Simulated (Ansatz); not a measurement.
# A geometry optimisation of AlGeH2OSn+ with B3LYP-D3(BJ)/def2-SVP

The starting geometry of this gas-phase singlet was optimised with GFN2-xTB.

```yaml
atoms:
  - { symbol: Al, position_ang: [-1.5571, -1.6820, 2.8345] }
  - { symbol: Ge, position_ang: [0.0157, -0.4106, -0.1100] }
  - { symbol: O, position_ang: [-0.6985, -1.0926, 1.4642] }
  - { symbol: Sn, position_ang: [1.6527, -1.2090, 1.8701] }
  - { symbol: H, position_ang: [-0.4317, -2.0978, 3.9009] }
  - { symbol: H, position_ang: [-3.0713, -1.7325, 2.8837] }
```

Question: Predict what it relaxes into with B3LYP-D3(BJ)/def2-SVP.

Answer: It keeps its bonds.

The energy falls by 0.47 eV over 10 steps:

| step | E − E(last) (eV) |
| --- | --- |
| 1 | 0.467 |
| 2 | 0.330 |
| 3 | 0.194 |
| 4 | 0.066 |
| 5 | 0.027 |
| 6 | 0.014 |
| 7 | 0.003 |
| 8 | 0.001 |
| 9 | 0.000 |
| 10 | 0.000 |

Final geometry (Å):

```yaml
atoms:
  - { symbol: Al, position_ang: [-1.5027, -1.7295, 2.9584] }
  - { symbol: Ge, position_ang: [-0.3866, -0.4505, -0.0438] }
  - { symbol: O, position_ang: [-0.3124, -1.1871, 1.7193] }
  - { symbol: Sn, position_ang: [1.8833, -1.0421, 1.4782] }
  - { symbol: H, position_ang: [-0.7879, -2.2514, 4.2497] }
  - { symbol: H, position_ang: [-2.9840, -1.5637, 2.4817] }
```

Frequencies at the end are all real (lowest 86 cm⁻¹). Atoms past krypton carry core potentials, without spin–orbit terms. Run with Ansatz 0.2.0, 47 s on 1 thread of Intel(R) Xeon(R) Platinum 8375C CPU @ 2.90GHz (Ice Lake), on a shared host.
